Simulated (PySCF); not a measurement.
## Spinor energies of Sc³⁺ (scandium, charge +3)

Start: [Ar]. Calculated with PySCF 2.14 in an even-tempered Gaussian basis (21 s from 0.02 bohr⁻², ratio 2.6; 15 p from 0.025 bohr⁻², ratio 2.6; 7 d from 0.026 bohr⁻², ratio 2.8; 3 f from 2.9 bohr⁻², ratio 2.8): generalised Hartree-Fock with the X2C-1e Hamiltonian and a Gaussian nucleus; spin-orbit coupling (SO) screened by Boettger's factors.

```tsv
spinor shell	electrons	ε, screened SO (eV)	weight of nominal j (screened SO)	rms radius, screened SO (bohr)
1s1/2	2	-4572.0	1.000	0.0844
2s1/2	2	-557.22	1.000	0.370
2p1/2	2	-463.12	1.000	0.338
2p3/2	4	-458.29	1.000	0.340
3s1/2	2	-101.75	1.000	1.13
3p1/2	2	-74.026	1.000	1.22
3p3/2	4	-73.436	1.000	1.23
```

```
   quantity  screened SO
E (hartree)   -761.76702
        M_J            0
       ⟨J²⟩        0.000
       ⟨L²⟩        0.000
       ⟨S²⟩        0.000
```
